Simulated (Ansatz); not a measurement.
## Molecular dynamics of CuSi$_{16}$, charge +1

input.yaml

```yaml
crystal:
  lattice:
    - [0.0, 5.43, 5.43]
    - [5.43, 0.0, 5.43]
    - [5.43, 5.43, 0.0]
  atoms:
    - { symbol: Si, position: [0.14223002, 0.00791945, -0.03555054] }
    - { symbol: Si, position: [0.22087379, 0.18044076, 0.07506596] }
    - { symbol: Si, position: [0.09326211, 0.07209579, 0.44549404] }
    - { symbol: Si, position: [0.23401244, 0.14644827, 0.59925498] }
    - { symbol: Si, position: [0.13731872, 0.53315393, -0.06018143] }
    - { symbol: Si, position: [0.2561405, 0.64709141, 0.08844748] }
    - { symbol: Si, position: [0.09241055, 0.52058288, 0.46421713] }
    - { symbol: Si, position: [0.19891064, 0.70471056, 0.56881597] }
    - { symbol: Si, position: [0.62609624, 0.04579037, -0.05835348] }
    - { symbol: Si, position: [0.76359075, 0.1216654, 0.11119562] }
    - { symbol: Si, position: [0.60735023, -0.01240711, 0.4679821] }
    - { symbol: Si, position: [0.7290644, 0.14442893, 0.57962855] }
    - { symbol: Si, position: [0.63120392, 0.50326077, -0.04211985] }
    - { symbol: Si, position: [0.75184333, 0.66406058, 0.06291561] }
    - { symbol: Si, position: [0.57568326, 0.52763596, 0.43327738] }
    - { symbol: Si, position: [0.70527254, 0.59284332, 0.58625752] }
    - { symbol: Cu, position: [0.84570934, 0.74366748, 0.65671712] }
total_charge: 1
basis:
  ecutwfc: 420.0
kpoints:
  mp_grid: { grid: [2, 2, 2] }
hamiltonian:
  xc: pbesol
scf:
  occupations: { method: fermi_dirac, width: 0.02 }
  lower_state_search: "off"
md:
  timestep: 2
  n_steps: 300
  ensemble: nve
  temperature: 840.0
  initial_velocities: maxwell_boltzmann
  seed: 624618
```

Command:

```bash
$ ansatz run input.yaml --threads 1 --pin off --max-ram 3072MiB --backend cpu --events-out ev --progress --plain --runs-dir out
```

It goes on from the last frame of an earlier run, with new velocities.

Output, in part (step lines):

```
md step     0: t =     0.00 fs  T =   840.0 K  F+E_penalty+E_count = -16536.15043763 eV  E_kin = 1.737254 eV  conserved = -16534.41318325 eV  (11 SCF iters)
md step     1: t =     2.00 fs  T =   858.3 K  F+E_penalty+E_count = -16536.18842927 eV  E_kin = 1.775158 eV  conserved = -16534.41327121 eV  (7 SCF iters)
md step     2: t =     4.00 fs  T =   864.8 K  F+E_penalty+E_count = -16536.20200669 eV  E_kin = 1.788622 eV  conserved = -16534.41338468 eV  (7 SCF iters)
md step     3: t =     6.00 fs  T =   859.1 K  F+E_penalty+E_count = -16536.19021896 eV  E_kin = 1.776696 eV  conserved = -16534.41352293 eV  (7 SCF iters)
md step     4: t =     8.00 fs  T =   840.5 K  F+E_penalty+E_count = -16536.15189571 eV  E_kin = 1.738253 eV  conserved = -16534.41364304 eV  (7 SCF iters)
md step     5: t =    10.00 fs  T =   808.7 K  F+E_penalty+E_count = -16536.08627228 eV  E_kin = 1.672605 eV  conserved = -16534.41366747 eV  (4 SCF iters)
md step     6: t =    12.00 fs  T =   764.3 K  F+E_penalty+E_count = -16535.99417787 eV  E_kin = 1.580686 eV  conserved = -16534.41349188 eV  (3 SCF iters)
md step     7: t =    14.00 fs  T =   709.1 K  F+E_penalty+E_count = -16535.87959855 eV  E_kin = 1.466585 eV  conserved = -16534.41301400 eV  (3 SCF iters)
[... lines left out ...]
md step   300: t =   600.00 fs  T =   768.1 K  F+E_penalty+E_count = -16536.00099187 eV  E_kin = 1.588521 eV  conserved = -16534.41247131 eV  (7 SCF iters)
```

The steps, from the saved trajectory:

```json
{"time (fs)": "0.0", "T (K)": "840", "potential energy less start (eV)": "0.000", "conserved less start (meV/atom)": "0.00"}
{"time (fs)": "20.0", "T (K)": "533", "potential energy less start (eV)": "0.639", "conserved less start (meV/atom)": "0.19"}
{"time (fs)": "40.0", "T (K)": "795", "potential energy less start (eV)": "0.092", "conserved less start (meV/atom)": "-0.03"}
{"time (fs)": "60.0", "T (K)": "566", "potential energy less start (eV)": "0.568", "conserved less start (meV/atom)": "0.11"}
{"time (fs)": "80.0", "T (K)": "625", "potential energy less start (eV)": "0.446", "conserved less start (meV/atom)": "0.14"}
{"time (fs)": "100.0", "T (K)": "692", "potential energy less start (eV)": "0.308", "conserved less start (meV/atom)": "0.09"}
{"time (fs)": "120.0", "T (K)": "679", "potential energy less start (eV)": "0.335", "conserved less start (meV/atom)": "0.13"}
{"time (fs)": "140.0", "T (K)": "789", "potential energy less start (eV)": "0.107", "conserved less start (meV/atom)": "0.06"}
{"time (fs)": "160.0", "T (K)": "710", "potential energy less start (eV)": "0.268", "conserved less start (meV/atom)": "0.01"}
{"time (fs)": "180.0", "T (K)": "663", "potential energy less start (eV)": "0.366", "conserved less start (meV/atom)": "0.06"}
{"time (fs)": "200.0", "T (K)": "554", "potential energy less start (eV)": "0.593", "conserved less start (meV/atom)": "0.11"}
{"time (fs)": "220.0", "T (K)": "767", "potential energy less start (eV)": "0.152", "conserved less start (meV/atom)": "0.00"}
{"time (fs)": "240.0", "T (K)": "566", "potential energy less start (eV)": "0.570", "conserved less start (meV/atom)": "0.14"}
{"time (fs)": "260.0", "T (K)": "804", "potential energy less start (eV)": "0.075", "conserved less start (meV/atom)": "0.01"}
{"time (fs)": "280.0", "T (K)": "531", "potential energy less start (eV)": "0.643", "conserved less start (meV/atom)": "0.24"}
{"time (fs)": "300.0", "T (K)": "751", "potential energy less start (eV)": "0.185", "conserved less start (meV/atom)": "0.01"}
{"time (fs)": "320.0", "T (K)": "556", "potential energy less start (eV)": "0.590", "conserved less start (meV/atom)": "0.15"}
{"time (fs)": "340.0", "T (K)": "712", "potential energy less start (eV)": "0.265", "conserved less start (meV/atom)": "0.09"}
{"time (fs)": "360.0", "T (K)": "559", "potential energy less start (eV)": "0.586", "conserved less start (meV/atom)": "0.20"}
{"time (fs)": "380.0", "T (K)": "605", "potential energy less start (eV)": "0.488", "conserved less start (meV/atom)": "0.10"}
{"time (fs)": "400.0", "T (K)": "676", "potential energy less start (eV)": "0.340", "conserved less start (meV/atom)": "0.07"}
{"time (fs)": "420.0", "T (K)": "715", "potential energy less start (eV)": "0.261", "conserved less start (meV/atom)": "0.13"}
{"time (fs)": "440.0", "T (K)": "819", "potential energy less start (eV)": "0.044", "conserved less start (meV/atom)": "0.07"}
{"time (fs)": "460.0", "T (K)": "701", "potential energy less start (eV)": "0.289", "conserved less start (meV/atom)": "0.10"}
{"time (fs)": "480.0", "T (K)": "678", "potential energy less start (eV)": "0.336", "conserved less start (meV/atom)": "0.06"}
{"time (fs)": "500.0", "T (K)": "469", "potential energy less start (eV)": "0.770", "conserved less start (meV/atom)": "0.14"}
{"time (fs)": "520.0", "T (K)": "581", "potential energy less start (eV)": "0.536", "conserved less start (meV/atom)": "0.06"}
{"time (fs)": "540.0", "T (K)": "579", "potential energy less start (eV)": "0.541", "conserved less start (meV/atom)": "0.12"}
{"time (fs)": "560.0", "T (K)": "765", "potential energy less start (eV)": "0.155", "conserved less start (meV/atom)": "0.04"}
{"time (fs)": "580.0", "T (K)": "680", "potential energy less start (eV)": "0.335", "conserved less start (meV/atom)": "0.16"}
{"time (fs)": "600.0", "T (K)": "768", "potential energy less start (eV)": "0.149", "conserved less start (meV/atom)": "0.04"}
```

All steps were run. The conserved energy stayed within 0.27 meV per atom of its start (net change 0.042 meV per atom), so the integration is sound. A run of 0.6 ps of so small a system gives no equilibrium averages. Limits of this set-up: coarse k mesh, charged cell in a uniform background, uncorrected.

Mean squared displacements from the first frame to the last, about the centre of mass: Si 0.11 Å², Cu 0.16 Å².

Last frame:

```xyz
17
Lattice="0.0000 5.4300 5.4300 5.4300 0.0000 5.4300 5.4300 5.4300 0.0000" Properties=species:S:1:pos:R:3
Si -0.217 0.428 0.854
Si 1.173 1.806 2.195
Si 2.599 3.076 0.732
Si 3.764 4.460 2.183
Si 2.702 0.329 3.398
Si 4.058 1.720 4.609
Si 5.183 3.130 3.178
Si 6.788 4.451 4.726
Si -0.234 3.274 3.509
Si 1.149 4.421 5.126
Si 2.461 5.670 3.659
Si 3.976 7.141 4.939
Si 2.509 2.888 6.042
Si 3.975 4.409 7.378
Si 5.297 5.755 5.980
Si 6.510 7.038 7.511
Cu 8.002 8.164 8.647
```

Time of the run: 17 min on 1 thread of Intel(R) Xeon(R) Platinum 8488C (Sapphire Rapids), with other jobs on the host, peak memory 0.86 GiB.
